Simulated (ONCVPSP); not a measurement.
**u(r) = r·R(r): atom against pseudo-atom (bismuth (Bi))**

Columns: radius, all-electron u(r) and pseudo u(r) of the 5p shell (level -95.86 eV) of bismuth in the configuration [Kr] 4d10 4f14 5s2 5p6 5d10 6s2 6p3; PBE, scalar-relativistic, ONCV scheme, ONCVPSP 4.0.1.

```json
{"r (bohr)": "0.072", "all-electron": "0.0508", "pseudo": "0.0164"}
{"r (bohr)": "0.145", "all-electron": "0.4138", "pseudo": "0.0664"}
{"r (bohr)": "0.217", "all-electron": "-0.1914", "pseudo": "0.1479"}
{"r (bohr)": "0.290", "all-electron": "-0.6369", "pseudo": "0.2606"}
{"r (bohr)": "0.362", "all-electron": "-0.6009", "pseudo": "0.3966"}
{"r (bohr)": "0.435", "all-electron": "-0.2510", "pseudo": "0.5513"}
{"r (bohr)": "0.507", "all-electron": "0.1887", "pseudo": "0.7092"}
{"r (bohr)": "0.580", "all-electron": "0.5950", "pseudo": "0.8615"}
{"r (bohr)": "0.652", "all-electron": "0.8987", "pseudo": "0.9909"}
{"r (bohr)": "0.725", "all-electron": "1.0974", "pseudo": "1.0900"}
{"r (bohr)": "0.798", "all-electron": "1.1981", "pseudo": "1.1496"}
{"r (bohr)": "0.870", "all-electron": "1.2212", "pseudo": "1.1673"}
{"r (bohr)": "0.942", "all-electron": "1.1898", "pseudo": "1.1468"}
{"r (bohr)": "1.015", "all-electron": "1.1212", "pseudo": "1.0933"}
{"r (bohr)": "1.088", "all-electron": "1.0310", "pseudo": "1.0158"}
{"r (bohr)": "1.160", "all-electron": "0.9318", "pseudo": "0.9249"}
{"r (bohr)": "1.232", "all-electron": "0.8304", "pseudo": "0.8278"}
{"r (bohr)": "1.305", "all-electron": "0.7303", "pseudo": "0.7296"}
{"r (bohr)": "1.378", "all-electron": "0.6364", "pseudo": "0.6362"}
{"r (bohr)": "1.450", "all-electron": "0.5515", "pseudo": "0.5514"}
{"r (bohr)": "1.522", "all-electron": "0.4751", "pseudo": "0.4750"}
{"r (bohr)": "1.595", "all-electron": "0.4063", "pseudo": "0.4062"}
{"r (bohr)": "1.668", "all-electron": "0.3460", "pseudo": "0.3459"}
{"r (bohr)": "1.740", "all-electron": "0.2942", "pseudo": "0.2941"}
{"r (bohr)": "1.812", "all-electron": "0.2494", "pseudo": "0.2493"}
{"r (bohr)": "1.885", "all-electron": "0.2104", "pseudo": "0.2104"}
```

(1) How many radial nodes do the two functions have?

(2) At about which radius was the pseudo-wave matched?

(3) Where does each function peak?

(4) Is the pseudo-wave norm-conserving?

Results:

(1) The all-electron 5p function has n − l − 1 = 3 (the table is too coarse to show those close to the nucleus); the pseudo-wave has 0, since the states of the same l below it are removed with the core.

(2) 1.45 bohr, where the columns begin to agree (steps of 0.07 bohr).

(3) Outermost all-electron maximum near 0.87 bohr, pseudo maximum near 0.87 bohr (to the table’s step).

(4) Yes: the ONCV scheme keeps the norm inside the radius equal to the all-electron one, which fixes the energy derivative of the logarithmic derivative at the level.
